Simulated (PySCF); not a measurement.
H₃NSSi, neutral, multiplicity 1.

```xyz
6

Si    -0.7483    -0.5819     0.0000
N      0.6388    -1.5851     0.0000
H      0.5370    -2.5890     0.0000
H      1.6099    -1.3047     0.0000
S      0.2936     1.3186     0.0000
H     -0.8390     2.0389     0.0000
```
Charge 0, spin multiplicity 1.

Geometry: r2SCAN-D4/def2-TZVP. One conformer was computed; it need not be the lowest.

Level of theory: KT2/pcSseg-2 in PySCF. Non-relativistic, no solvent.

Computed absolute GIAO shielding of each atom: isotropic value and principal components (ppm):
```
atom  σ(iso)     σ11    σ22    σ33   span
----  ------  ------  -----  -----  -----
Si1    148.3  -153.2  258.7  339.5  492.7
N2     128.1   -15.8  199.1  200.9  216.7
H3      27.0    23.6   24.3   33.2    9.6
H4      26.4    22.3   22.7   34.1   11.8
S5     442.4    78.2  523.7  725.1  646.9
H6      28.7    24.8   26.5   34.9   10.1
```
